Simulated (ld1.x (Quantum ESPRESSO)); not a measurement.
## Debugging a pseudopotential input (thallium (Tl), ld1.x (Quantum ESPRESSO) 7.5)

Command:

```bash
ld1.x < Tl.in > Tl.out
```

Input:

```
&input
   title='Tl', zed=81., rel=2, dft='sla', iswitch=3,
   config='[Xe] 4f14 5d10 5f-2 6s2 6p1', rel_dist='average',
   nld=7, rlderiv=3.30, eminld=-3.0, emaxld=5.0, deld=0.02
 /
 &inputp
   pseudotype=3, tm=.true., lloc=-1, rcloc=2.50,
   nlcc=.true.,
   which_augfun='PSQ', rmatch_augfun=1.20,
   file_pseudopw='Tl.UPF', file_wfcaegen='ae.wfc', file_wfcncgen='nc.wfc', file_beta='beta', file_chi='chi', file_wfcusgen='us.wfc'
 /
8
6S  1  0   2.00   0.00  1.80  2.05  0.0
6S  1  0   0.00   3.55  1.80  2.05  0.0
6P  2  1   1.00   0.00  2.45  3.05  0.0
6P  2  1   0.00   3.10  2.45  3.05  0.0
5D  3  2  10.00   0.00  1.10  1.30  0.0
5D  3  2   0.00  -0.70  1.10  1.30  0.0
5F  4  3  -2.00  -0.20  2.75  3.00  0.0
5F  4  3  -2.00   0.40  2.75  3.00  0.0
 &test
   configts(1)='5d10 6s2 6p1'
 /
```

This is an input that runs to its end, with one change: functional typed as sla.

Task: How does the run end?

Result: The program runs through. The occupied levels of the test differ from the all-electron ones by at most 0.00000 Ry (unchanged input: 0.00000 Ry). All-electron levels move: 5d -1.151 Ry (was -1.233), 5d -0.989 Ry (was -1.071), 6s -0.644 Ry (was -0.703), 6p -0.184 Ry (was -0.232).

```

     Etot =  -40538.664119 Ry,  -20269.332059 Ha, -551556.623613 eV
     Etotps =  -126.498331 Ry,     -63.249165 Ha,   -1721.097471 eV

     Ekin =      71.039101 Ry,      35.519551 Ha,     966.536210 eV
     Encl =    -204.487581 Ry,    -102.243791 Ha,   -2782.195275 eV
     Ehrt =      91.132576 Ry,      45.566288 Ha,    1239.921864 eV
     Ecxc =     -42.933367 Ry,     -21.466683 Ha,    -584.138213 eV
     (Ecc =     -25.517208 Ry,     -12.758604 Ha,    -347.179296 eV)
     Epseu=     -41.249060 Ry,     -20.624530 Ha,    -561.222056 eV

     ---------------------- End of pseudopotential test ----------------------
```
